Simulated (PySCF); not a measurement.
System (SMILES): NB(F)F.
Geometry (B3LYP-D3(BJ)/def2-TZVP, fixed):
```xyz
6

B      0.0183    -0.0197     0.0248
F      1.2393    -0.4934    -0.2319
F     -0.5103    -0.2912     1.2198
N     -0.6792     0.7310    -0.9204
H     -1.5987     1.0964    -0.7469
H     -0.2993     0.9462    -1.8251
```
Charge 0, spin multiplicity 1.

Basis-set convergence of the mean static polarisability at HF with PySCF. All functions are spherical. Density fitting with generated auxiliary sets. Species with rotatable bonds are taken in one conformer. No added dispersion term, no relativity. Reference: the value in d-aug-cc-pVTZ, 21.78 bohr³, itself unsure by roughly 0.4 % (its mean distance from aug-pcseg-2, aug-cc-pVTZ). Deviations are taken from unrounded values. Cost is core time over that of aug-cc-pVDZ, rough, on shared machines of one kind; a dash marks a row that isn't timed (too short, read off another run, short of memory, by another algorithm or on other hardware).

```tsv
basis	functions	cost
cc-pVDZ	66	-
aug-cc-pVDZ	110	1×
cc-pVTZ	148	2×
d-aug-cc-pVDZ	154	3×
jun-cc-pV(T+d)Z	184	5×
aug-cc-pVTZ	230	8×
cc-pVQZ	280	20×
d-aug-cc-pVTZ	312	20×
```

**Question.** Which is the smallest correlation-consistent set listed that can be trusted to 5 % here, that is, within that of the reference together with its larger relatives (same family, alike in diffuse functions; a set with none to test it counts only in the reference's own line)?

**Answer.** The smallest set listed that lies within 5 % of the reference with all its larger relatives (same family, alike in diffuse functions; a set with none counts only in the reference's own line) is aug-cc-pVDZ (110 functions, 1× in cost, -1.7 % off). Value minus reference over the reference: cc-pVDZ -26.6, aug-cc-pVDZ -1.7, cc-pVTZ -12.8, d-aug-cc-pVDZ 0.1, jun-cc-pV(T+d)Z -0.7, aug-cc-pVTZ -0.4, cc-pVQZ -6.1, d-aug-cc-pVTZ 0.0 %.
